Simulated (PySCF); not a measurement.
Ligand exchange on a metal centre used in film growth or etching (Nb Cl-F). Isolated molecules, 0 K electronic values unless said otherwise.

Calculation: PySCF 2.14.0 with PBE-D3(BJ)/def2-TZVP // PBE-D3(BJ)/def2-SVP. 

```csv
species,HOMO (eV),LUMO (eV),coordination number
0 of 5 Cl replaced by F,-7.85,…,5
1 of 5 Cl replaced by F ([Nb(Cl)4(F)]),-8.03,-4.79,…
2 of 5 Cl replaced by F ([Nb(Cl)3(F)2]),-8.61,-4.51,…
3 of 5 Cl replaced by F ([Nb(Cl)2(F)3]),-8.76,-4.61,…
4 of 5 Cl replaced by F,-9.43,-4.17,5
5 of 5 Cl replaced by F ([Nb(F)5]),-10.21,-4.33,5
```

Q: What belongs in the gaps?

A: 
- 0 of 5 Cl replaced by F, LUMO (eV): -5.02
- 1 of 5 Cl replaced by F ([Nb(Cl)4(F)]), coordination number: 5
- 2 of 5 Cl replaced by F ([Nb(Cl)3(F)2]), coordination number: 5
- 3 of 5 Cl replaced by F ([Nb(Cl)2(F)3]), coordination number: 5
